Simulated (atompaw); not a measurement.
# How hard is this Mg (Z = 12) PAW (atompaw) potential?

- Element: magnesium (Mg)
- Generator: atompaw 4.2.0.5
- Type: PAW
- Functional: PBEsol
- Relativity: scalar-relativistic
- Frozen core: [He] 2s2
- Valence charge: 8
- Reference configuration: 2p6 3s1.75 3p0.25
- Partial waves: 3s (bound): rc 2.80 bohr; 3s channel at 0.15 Ry: rc 2.80 bohr; 2p (bound): rc 0.90 bohr; 3p (bound): rc 2.80 bohr
- Local potential: ultrasoft scheme with l = 2 at 1 Ry, radius 2.00 bohr
- Core correction: smooth core density matched at 2.30 bohr
- Augmentation charge: besselshape compensation charge, radius 2.60 bohr; PAW radius 2.80 bohr; waves and projectors: custom rrkj vanderbiltortho

The pseudo-atom Hamiltonian at the reference potential is diagonalised in spherical Bessel functions j_l(qr) that vanish at 20 bohr, with q² up to the cutoff. All-electron valence levels (Ry): 3s -0.3632, 2p -3.4613, 3p -0.1114.

Task: How do the lowest levels (Ry) of each channel move with the cutoff, and are there ghosts?

Result:

```tsv
cutoff (Ry)	s #1	p #1	p #2	d #1	f #1	Σ f·Δε (mRy)
8	-0.3632	-0.1114	0.0332	0.0431	0.0976	20099.2
21	-0.3632	-0.1204	-0.1114	0.0431	0.0976	20045.1
45	-0.3632	-3.0972	-0.1114	0.0431	0.0976	2184.6
70	-0.3632	-3.4250	-0.1114	0.0431	0.0976	217.8
120	-0.3632	-3.4603	-0.1114	0.0431	0.0976	5.8
230	-0.3632	-3.4612	-0.1114	0.0431	0.0976	0.4
400	-0.3632	-3.4613	-0.1114	0.0431	0.0976	0.0
```

Result: no extra level below or beside the all-electron valence levels (s, p, d, f tested); 10 mRy is reached at 100 Ry and 1 mRy at 180 Ry.
